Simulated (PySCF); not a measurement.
Sn⁺ (tin, charge +1) across methods

[Kr] 4d10 5s2 5p1, 2P determinant. All numbers are calculated (PySCF 2.14, a scalar-relativistic core potential, in aug-cc-pVQZ-PP with one added diffuse shell each of s, p, d, f, g type with ECP28MDF (8s8p6d4f3g, 117 functions)).

```
   method  E (hartree)  mean ε 5s α (eV)  mean ε 5s β (eV)  mean ε 5p α (eV)  Σ⟨r²⟩ (bohr²)   ⟨S²⟩
  wB97M-V    -213.9424           -21.644           -20.583           -13.624          42.78  0.753
      M06    -214.0659           -19.228           -18.915           -11.272          42.75  0.751
     PBE0    -213.9910           -19.289           -18.332           -11.631          42.69  0.753
CAM-B3LYP    -213.9687           -20.800           -19.847           -12.822          42.74  0.753
      LDA    -213.6388           -18.462           -17.890           -10.691          42.61  0.751
   r2SCAN    -214.0591           -18.454           -17.643           -10.963          42.51  0.755
      UHF   -213.08894           -21.901           -19.887           -14.046          43.37  0.761
```

(1) Estimate the same row for PBE.

Energies and moments cover only the electrons outside the core potential.

Answers

(1) E (hartree) = -213.9835; mean ε 5s α (eV) = -18.126; mean ε 5s β (eV) = -17.470; mean ε 5p α (eV) = -10.626; Σ⟨r²⟩ (bohr²) = 42.72; ⟨S²⟩ = 0.752.
